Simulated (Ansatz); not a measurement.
A nudged elastic band was laid between two geometries of C$_{3}$H$_{11}$ClSi$_{2}$ (17 atoms, charge 0, multiplicity 1).

These are results of RKS PBE0/STO-3G (Ansatz), not measurements.

```json
{
  "movable images": "7",
  "climbing image": "yes",
  "spring": "5.0 eV/Å²",
  "optimiser": "quadratic models (default)",
  "start path": "IDPP",
  "force threshold": "0.03 eV/Å",
  "iteration limit": "27",
  "end points": "relaxed"
}
```

Initial state:

```xyz
17
Properties=species:S:1:pos:R:3
C 0.396 -0.389 1.596
C 0.700 -0.006 0.121
Si 1.879 -1.250 -0.657
Si -0.914 0.198 -0.815
C -1.999 1.548 -0.119
Cl -0.488 0.700 -2.817
H 1.324 -0.471 2.178
H -0.122 -1.356 1.662
H -0.235 0.363 2.090
H 1.203 0.970 0.129
H 2.298 -0.808 -1.965
H 1.224 -2.531 -0.773
H 3.038 -1.395 0.191
H -1.637 -1.054 -0.867
H -2.898 1.679 -0.730
H -2.317 1.295 0.898
H -1.472 2.506 -0.082
```

Final state:

```xyz
17
Properties=species:S:1:pos:R:3
C 0.091 -1.232 1.727
C 0.322 -0.088 0.704
Si 1.849 -0.427 -0.343
Si -1.242 0.243 -0.280
C -1.111 1.727 -1.403
Cl -1.655 -1.443 -1.475
H 0.982 -1.394 2.348
H -0.138 -2.178 1.216
H -0.747 -1.006 2.401
H 0.514 0.834 1.272
H 2.055 0.649 -1.283
H 1.698 -1.665 -1.067
H 3.003 -0.520 0.518
H -2.380 0.379 0.604
H -2.038 1.874 -1.964
H -0.927 2.630 -0.813
H -0.294 1.619 -2.122
```

(1) Which bonds break or form, and what moves?

(2) What energy profile does the band end with?

(3) What is the geometry of the highest image?

## Answers

(1) No bond is made or broken. The dihedral Si3–C2–Si4–Cl6 goes from -55 to 60°.

(2) The run converged. The highest image is number 4 of 0 to 8, 0.049 eV above the first end and 0.051 eV above the last; the last end lies 0.003 eV below the first. A vibrational analysis at the climbing image gives no mode beyond 40i cm⁻¹: the surface is too flat there to confirm a saddle point. Limits of this set-up: minimal basis.

| image | path coordinate (Å) | energy (eV) | dihedral Si3–C2–Si4–Cl6 (°) |
| --- | --- | --- | --- |
| 0 | 0.00 | 0.000 | -55 |
| 1 | 0.87 | 0.006 | -42 |
| 2 | 1.73 | 0.022 | -27 |
| 3 | 2.60 | 0.040 | -12 |
| 4 | 3.46 | 0.049 | 3 |
| 5 | 4.30 | 0.042 | 17 |
| 6 | 5.14 | 0.025 | 32 |
| 7 | 5.99 | 0.005 | 46 |
| 8 | 6.83 | -0.003 | 60 |

(3) 
```xyz
17
Properties=species:S:1:pos:R:3
C 0.253 -0.937 1.697
C 0.493 -0.106 0.407
Si 1.944 -0.807 -0.568
Si -1.113 0.091 -0.557
C -1.644 1.875 -0.694
Cl -0.882 -0.645 -2.521
H 1.165 -0.983 2.308
H -0.041 -1.969 1.460
H -0.540 -0.502 2.321
H 0.785 0.906 0.721
H 2.262 0.050 -1.684
H 1.649 -2.139 -1.035
H 3.087 -0.868 0.311
H -2.169 -0.709 0.025
H -2.563 1.970 -1.279
H -1.832 2.289 0.302
H -0.872 2.484 -1.174
```

The run took 3.6 min on 1 thread of Arm Neoverse V2, with other jobs on the host, peak memory 0.15 GiB.
